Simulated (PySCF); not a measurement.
**Relaxation of singlet [Ir3S]+**

Level of theory: PBE0 in PySCF with S def2-SVP, Ir def2-SVP with ECP60; scalar-relativistic core potentials, no spin–orbit coupling; density-fitted integrals. A (50,194) grid was used.

A start at the PBE0 minimum, of Cs symmetry, held to at least that symmetry:

Coordinates in bohr (charge 1 multiplicity 1):
```
S     3.1149   -0.2268    0.0000
Ir    0.9694   -3.3341    0.0000
Ir    0.7730    3.1938    0.0000
Ir   -2.2585    0.1780    0.0000
```

Optimiser trace:
```tsv
step	E − E(last) (kJ/mol)	largest gradient (Eh/bohr)
0	11.62	0.04274
1	1.18	0.00708
2	0.20	0.00266
3	0.07	0.00139
4	0.01	0.00064
5	0.00	0.00030
6	0.00	0.00008
```

It ends at Cs with Ir–Ir 2.314 Å, Ir–Ir 2.523 Å, S–Ir 2.060 Å, S–Ir 2.131 Å, S–Ir 2.925 Å; Ir–Ir–Ir 89.9°, Ir–Ir–S 43.7°, Ir–Ir–S 46.2°, Ir–Ir–S 78.6°, Ir–Ir–S 82.2°, Ir–S–Ir 51.6°, Ir–S–Ir 57.7°, Ir–S–Ir 109.4° (after a last refinement on a finer grid). A frequency run shows a minimum.

Stability towards spin polarisation was not tested. Spin–orbit coupling, left out here, can matter for elements this heavy.

The relaxation took 43 s on 4 threads of a shared Arm Neoverse N1 host, with 114 basis functions and 7 gradients; the process peaked at 1.2 GiB.
